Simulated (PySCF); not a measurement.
C8H12O.
InChI=1S/C8H12O/c1-6(2)7-3-4-8(9)5-7/h5-6H,3-4H2,1-2H3

Torsions of this conformer, `[CH3:1][CH:2]([CH3:3])[C:4]1=[CH:5][C:6](=[O:7])[CH2:8][CH2:9]1`: C1–C2–C4–C5 -12°.

The closed-shell ground state was solved at several levels (PySCF, density fitting, gas phase, non-relativistic). One conformer (not necessarily the lowest) at the PBE0-D3(BJ)/def2-SVP geometry, without solvent, vibrations or thermal averaging.

```tsv
level	basis functions	total energy (Eh)	HOMO (eV)	LUMO (eV)	gap (eV)	dipole (D)
CAM-B3LYP/def2-SVPD	279	-386.8276	-8.44	-0.06	8.38	4.76
wB97X-D/pcSseg-1	213	-387.1216	-8.85	0.63	9.48	4.50
```

Estimate the row for PBE0/pcSseg-1, a basis of 213 functions; the other rows only guide the guess.

Total energy -386.7942 Eh, HOMO -6.92 eV, LUMO -1.13 eV, gap 5.79 eV, dipole 4.45 D.

Over all these levels, which gives the widest orbital gap and which the narrowest?

wB97X-D/pcSseg-1 (range-separated hybrid) has the widest, 9.48 eV, and PBE0/pcSseg-1 (global hybrid, 25 % exact exchange) the narrowest, 5.79 eV. The two share the basis. From the narrowest to the widest the HOMO moves by -1.93 eV and the LUMO by +1.76 eV.

How far do the dipole and the HOMO energy spread over the levels?

The dipole runs from 4.45 to 4.76 D (mean 4.57 D) and the HOMO from -8.85 to -6.92 eV.

The pairwise dispersion term of wB97X-D wasn't added to the energies; at a given geometry it leaves orbitals and properties as they are.
